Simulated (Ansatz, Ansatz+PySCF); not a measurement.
```xyz
18

C     2.0613    0.0000    0.0000
C     1.5790    1.3250    0.0000
C     0.3579    2.0300    0.0000
C    -1.0306    1.7851    0.0000
C    -1.9370    0.7050    0.0000
C    -1.9370   -0.7050    0.0000
C    -1.0306   -1.7851    0.0000
C     0.3579   -2.0300    0.0000
C     1.5790   -1.3250    0.0000
H     3.1463    0.0000    0.0000
H     2.4102    2.0224    0.0000
H     0.5464    3.0985    0.0000
H    -1.5731    2.7248    0.0000
H    -2.9565    1.0761    0.0000
H    -2.9565   -1.0761    0.0000
H    -1.5731   -2.7248    0.0000
H     0.5464   -3.0985    0.0000
H     2.4102   -2.0224    0.0000
```

Basis set: def2-SVP (spherical functions). Charge 0, multiplicity 2.

Computed with Ansatz (development build ahead of 0.2.0); each method stands on the lowest determinant of its kind that the runs found. Restricted functionals stand beside restricted open-shell atoms, which can lie above the unrestricted atoms usual in DFT and then raise those values.

(1) Give the atomization energy at this shape (free ground-state atoms in the same class of orbitals less the molecule, no zero-point energy) of doublet C9H9 by ωB97X (unrestricted), PBE0 (unrestricted), PBE0 (restricted open-shell), UHF, ROHF.

Answers

(1)

```tsv
method	atomization energy
ωB97X (unrestricted)	86.11 eV
PBE0 (unrestricted)	87.80 eV
PBE0 (restricted open-shell)	88.11 eV
UHF	64.81 eV
ROHF	64.84 eV
```

Caution for UHF: the unrestricted determinant is a mixture of spin states. Caution for ROHF: an unrestricted determinant lies well below.

The shape needn't be a minimum at these levels.
